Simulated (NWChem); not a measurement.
System: BNH$_{5}$ cation; SMILES [NH3+]B

Here is an NWChem input.

```
start job
memory heap 200 mb stack 900 mb global 1100 mb
charge 1
geometry units angstroms noautoz
  B     -0.001206    -0.927655    -0.014790
  N     -0.001924     0.623202    -0.012228
  H     -1.082640    -1.452702     0.005183
  H      1.084133    -1.445065     0.004062
  H      0.054862     0.938092     0.982478
  H     -0.866201     1.051741    -0.396356
  H      0.823807     1.043832    -0.481879
end
basis spherical
  B library 6-31g*
  N library 6-31g*
  H library 6-31g*
end
dft
  xc xcamb88 1.00 lyp 0.81 vwn_5 0.19 hfexch 1.00
  cam 0.33 cam_alpha 0.19 cam_beta 0.46
  iterations 150
  mulliken
end
task dft energy
```

Coordinates come from a PBE-D3(BJ)/def2-SVP optimisation.

### Question
Predict the main results of this run. (CAM-B3LYP/6-31G* (spherical d).) Quantities: energy (Ha); highest occupied level (eV); orbital gap (eV).

### Answer
```
Quantity                     Result
---------------------------  ------
energy (Ha)                  -82.28
highest occupied level (eV)  -17.57
orbital gap (eV)              11.14
```
